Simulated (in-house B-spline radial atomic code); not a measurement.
Results of a calculation; reference values are marked as such.
**Ag in an electron gas of r_s = 3.6: phase shifts, screening and friction**

A nucleus sits in a uniform electron gas with a rigid positive background. The Kohn-Sham equations are solved self-consistently in the spin-unpolarised LDA (PW92), non-relativistic, on B-splines with outgoing waves at the boundary and partial waves to l = 8. The model has no lattice, no bands and no magnetic solution. Atomic units; δ_l are the phase shifts at the Fermi level, counted so that each bound state adds π, and good to about 0.0005.

The density parameter is r_s = 3.6 bohr.

```json
{"l": "0", "δ_l (rad)": "13.2309"}
{"l": "1", "δ_l (rad)": "9.8084"}
{"l": "2", "δ_l (rad)": "6.2342"}
{"l": "3", "δ_l (rad)": "-0.0008"}
{"l": "4", "δ_l (rad)": "0.0005"}
{"l": "5", "δ_l (rad)": "-0.0001"}
{"l": "6", "δ_l (rad)": "0.0000"}
{"l": "7", "δ_l (rad)": "-0.0001"}
{"l": "8", "δ_l (rad)": "0.0000"}
```

Bound levels below the band bottom (hartree): d -13.14, s -3.001, p -1.863, d -0.07602, s -0.001521 and deeper ones.

**Question.** Check the Friedel sum rule, and say where the screening charge sits.

**Answer.** k_F = (9π/4)^(1/3)/r_s = 0.53310. The rule is Z = (2/π) Σ (2l + 1) δ_l. The terms are s 8.423, p 18.733, d 19.844, f -0.004 and 0.001 beyond, in all 46.997 against Z = 47. Bound states hold 10 s, 18 p, 20 d electrons, so the scattering states carry -1.00 in all; where a term is smaller than its bound count, the bound level has drawn weight out of the band.

**Question.** Find the transport cross section and the electronic stopping of a 5 keV Ag ion (mass 107.87 u).

**Answer.** σ_tr = (4π/k_F²) Σ (l + 1) sin²(δ_l − δ_(l+1)). The terms for l = 0 to 3 are 0.0769, 0.3515, 0.0070, 0.0000, all together 0.4353, so σ_tr = 44.217 × 0.4353 = 19.250 bohr². With n = 3/(4π r_s³) = 0.005117, the friction coefficient is Q = n k_F σ_tr = 0.0525. For v well below v_F = 0.533, dE/dx = Q v; with 24801 eV per u at v = 1, v = √(5000/(24801 × 107.87)) = 0.0432, so dE/dx = 0.00227 hartree/bohr = 1.17 eV/nm. The largest term couples the p and d waves.
